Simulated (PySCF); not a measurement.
C6H15B (SMILES CCB(CC)CC), singlet, geometry from GFN2-xTB; PySCF with HF/3-21G.

Here is a job for PySCF.
```python
from pyscf import gto, scf

mol = gto.Mole()
mol.atom = '''
    B     0.10960004    0.05448047    0.16764879
    C     1.34971883    0.26734358   -0.78850144
    C     1.18205715   -0.08974423   -2.26639284
    H     2.21475437   -0.27534128   -0.39456294
    H     1.63294292    1.32418425   -0.71934327
    H     0.37911736    0.48917675   -2.71572930
    H     0.94540644   -1.14552137   -2.37871485
    H     2.09680779    0.11268753   -2.82145337
    C    -1.35504184   -0.20569525   -0.37895485
    C    -2.04302334    1.13915030   -0.67099684
    H    -1.97186892   -0.74109051    0.34641724
    H    -1.36331242   -0.79190263   -1.29943239
    H    -1.49029615    1.69835735   -1.42222400
    H    -2.09496543    1.74476586    0.23111726
    H    -3.05562121    0.98065894   -1.03690360
    C     0.34127770    0.14063981    1.73608776
    C     0.49544493   -1.27220069    2.32357944
    H    -0.50215915    0.61716517    2.24140370
    H     1.23533184    0.71115598    1.99775170
    H     1.35292307   -1.77609706    1.88305125
    H    -0.39001887   -1.87000190    2.12028003
    H     0.64035737   -1.22756071    3.40117103
'''
mol.basis = '3-21g'
mol.verbose = 5
mol.build()

mf = scf.RHF(mol)
mf.kernel()
```

The log (banner, timings and long lists left out):

```
PySCF version 2.14.0

[INPUT] verbose = 5
[INPUT] max_memory = 4000
[INPUT] num. atoms = 22
[INPUT] num. electrons = 56
[INPUT] charge = 0
[INPUT] spin (= nelec alpha-beta = 2S) = 0
[INPUT] symmetry False subgroup None
[INPUT] Mole.unit = angstrom
[INPUT] Symbol           X                Y                Z      unit          X                Y                Z       unit  Magmom
[...]
[INPUT] ---------------- BASIS SET ----------------
[INPUT] l, kappa, [nprim/nctr], expnt,             c_1 c_2 ...
[INPUT] B
[...]
                                17.4314           0.363304
                                3.68016           0.697255
[...]
                                0.465248          1.19944
[...]
                                0.465248          0.866764
[...]
[INPUT] C
[...]
                                25.9109           0.358794
                                5.53335           0.700713
[...]
                                0.770545          1.21584
[...]
                                0.770545          0.860619
[...]
[INPUT] H
[...]
                                0.824547          0.904691
[...]
nuclear repulsion = 298.47261895772
number of shells = 65
number of NR pGTOs = 150
number of NR cGTOs = 93
basis = 3-21g
ecp = {}

******** <class 'pyscf.scf.hf.RHF'> ********
method = RHF
initial guess = minao
damping factor = 0
level_shift factor = 0
DIIS = <class 'pyscf.scf.diis.CDIIS'>
diis_start_cycle = 1
diis_space = 8
diis_damp = 0
SCF conv_tol = 1e-09
SCF conv_tol_grad = None
SCF max_cycles = 50
direct_scf = True
direct_scf_tol = 1e-13
Set gradient conv threshold to 3.16228e-05
Initial guess from minao.
E1 = -934.959626053781  E2 = 376.31268299098394  Ecoul = 417.1991399112964  Exc = -40.88645692031247
init E= -260.174324105077
cond(S) = 486.88813611986893
[...]
  mo_energy =
[-11.25469752 -11.25378038 -11.25343908 -11.25072669 -11.25054608
 -11.25045484  -7.63003819  -1.54779028  -1.40021339  -1.38685893
  -1.0802872   -0.9967301   -0.97045973  -0.67003318  -0.60531138
  -0.58566174  -0.55284547  -0.52799636  -0.50692589  -0.45494516
  -0.4281758   -0.41999737  -0.41096857  -0.39486929  -0.38698183
  -0.38443484  -0.28535073  -0.28315996   0.02687642   0.14556711
   0.18901441   0.21385536   0.21934146   0.23746101   0.2487511
   0.25549865   0.25997339   0.27221502   0.27756505   0.28431082
   0.2962352    0.30704086   0.31402803   0.32646051   0.33519845
   0.34384147   0.37289225   0.39058195   0.49059314   0.52713405
   0.70443356   0.73455959   0.74960036   0.80168239   0.86787311
   0.90212896   0.92964763   0.93621566   0.94518297   0.95048048
   0.96970682   0.99194385   1.00822502   1.04959266   1.080553
   1.08944486   1.10710451   1.12604979   1.20282709   1.22054713
   1.24994185   1.2544677    1.26732208   1.27831264   1.28542824
   1.29910114   1.31226059   1.31563422   1.32738478   1.33318596
   1.34175189   1.3653509    1.38293364   1.39226677   1.44318584
   1.47385739   1.50232259   1.92779194   2.08540306   2.10920855
   2.25936555   2.42528381   2.47966365]
E1 = -939.1074335015558  E2 = 381.4887750804131  Ecoul = 421.6030076271198  Exc = -40.11423254670666
cycle= 1 E= -259.146039463423  delta_E= 1.03  |g|= 0.377  |ddm|= 3.87
[...]
  mo_energy =
[-11.19476174 -11.19074794 -11.16973478 -11.13863296 -11.13340876
 -11.13101648  -7.55307057  -1.05257335  -1.02615871  -1.02109225
  -0.87249594  -0.84508332  -0.83208919  -0.64534912  -0.627534
  -0.61454833  -0.59605624  -0.58636375  -0.57131286  -0.52506911
  -0.50856813  -0.50392486  -0.49304238  -0.4899462   -0.47992705
  -0.47698005  -0.40582822  -0.40207426   0.13299144   0.23622973
   0.27252811   0.2891832    0.30118219   0.32126417   0.32527591
   0.33177813   0.33322221   0.34394076   0.35030593   0.36055798
   0.37228616   0.38179813   0.39383148   0.40266106   0.41117853
   0.43270575   0.45382449   0.49399073   0.55801462   0.59339945
   0.77068863   0.7972166    0.81260038   0.86475929   0.91678711
[...]
  -0.47362958  -0.40901283  -0.4059783    0.14063689   0.2440505
   0.28017598   0.29637451   0.30852289   0.32724397   0.33248056
   0.33798842   0.34022423   0.35213306   0.35878853   0.36762901
   0.37900668   0.38887629   0.40169623   0.40936448   0.41806555
   0.44047906   0.46077985   0.50188063   0.55926192   0.5952517
   0.77225853   0.79844647   0.81454437   0.87198824   0.9235947
   0.95766945   0.99045856   1.01508047   1.01617046   1.02418965
   1.06850549   1.08078252   1.10186234   1.12157563   1.1634497
   1.18595444   1.1975843    1.21784455   1.30006277   1.31532252
   1.34363629   1.34578951   1.35629523   1.37009401   1.37423157
   1.39107516   1.39953994   1.40555827   1.41601324   1.42605251
   1.43809444   1.45962795   1.47767377   1.48457527   1.51391881
   1.55219759   1.57502845   2.02692028   2.17541676   2.19729205
   2.35356418   2.51944599   2.5762973 ]
E1 = -939.703195125562  E2 = 382.0268396419851  Ecoul = 422.2919620646247  Exc = -40.26512242263965
cycle= 8 E= -259.203736525857  delta_E= -2.13e-09  |g|= 1.42e-05  |ddm|= 0.000124
[...]
  mo_energy =
[-11.15787668 -11.15652468 -11.14695283 -11.13414206 -11.13092438
 -11.13029723  -7.53996924  -1.03993697  -1.01187439  -1.00761656
  -0.85935001  -0.83274532  -0.82012555  -0.63813529  -0.62101462
  -0.60787424  -0.58956023  -0.57821864  -0.56395153  -0.51930815
  -0.50221637  -0.49782332  -0.48879236  -0.4848763   -0.47602534
  -0.47363069  -0.40901421  -0.40598005   0.14063462   0.24405001
   0.28017546   0.29637436   0.3085222    0.32724295   0.33248023
   0.33798785   0.340224     0.35213282   0.35878819   0.36762862
   0.37900642   0.38887578   0.4016955    0.40936399   0.41806492
   0.44047838   0.46077926   0.50187919   0.55926034   0.59525061
   0.77225623   0.79844438   0.81454167   0.87198706   0.92359421
   0.9576688    0.99045848   1.01507958   1.01616961   1.02418888
   1.0685048    1.08078129   1.1018614    1.12157493   1.16344929
   1.18595373   1.19758298   1.21784388   1.30006163   1.31532244
   1.34363593   1.34578913   1.35629473   1.37009361   1.37423087
   1.39107462   1.39953971   1.40555792   1.41601295   1.42605232
   1.43809394   1.45962735   1.47767362   1.48457429   1.51391804
   1.55219689   1.57502776   2.0269193    2.17541583   2.1972915
   2.35356306   2.51944537   2.57629611]
E1 = -939.7032024332115  E2 = 382.02684694937903  Ecoul = 422.291970516321  Exc = -40.26512356694195
cycle= 9 E= -259.203736526112  delta_E= -2.55e-10  |g|= 4.75e-06  |ddm|= 4.26e-05
[...]
  mo_energy =
[-11.15787696 -11.15652326 -11.14695337 -11.13414275 -11.13092643
 -11.13029637  -7.53996663  -1.03993687  -1.01187403  -1.00761681
  -0.85934977  -0.83274548  -0.82012532  -0.63813515  -0.62101462
  -0.60787413  -0.58956017  -0.57821848  -0.56395165  -0.51930796
  -0.50221624  -0.49782343  -0.48879227  -0.48487636  -0.47602539
  -0.4736307   -0.40901404  -0.40597964   0.14063522   0.24405002
   0.28017554   0.29637441   0.3085222    0.32724301   0.33248018
   0.33798797   0.34022401   0.35213303   0.35878837   0.36762866
   0.37900642   0.38887587   0.40169557   0.40936389   0.41806495
   0.44047835   0.4607794    0.50187945   0.55926063   0.59525074
   0.77225743   0.79844503   0.8145423    0.87198755   0.92359413
   0.9576691    0.99045836   1.01507973   1.01616969   1.02418888
   1.06850477   1.08078152   1.10186132   1.12157512   1.16344913
   1.18595362   1.19758313   1.21784394   1.30006177   1.31532221
   1.34363589   1.34578915   1.35629476   1.37009368   1.3742309
   1.39107445   1.39953972   1.40555797   1.41601282   1.42605213
   1.43809384   1.4596273    1.47767335   1.48457441   1.51391803
   1.55219698   1.57502779   2.02691927   2.17541607   2.1972916
   2.35356317   2.51944528   2.57629629]
E1 = -939.7032009236111  E2 = 382.02684543975573  Ecoul = 422.2919690948576  Exc = -40.26512365510189
Extra cycle  E= -259.203736526135  delta_E= -2.3e-11  |g|= 2.39e-06  |ddm|= 9.16e-06
converged SCF energy = -259.203736526135
```
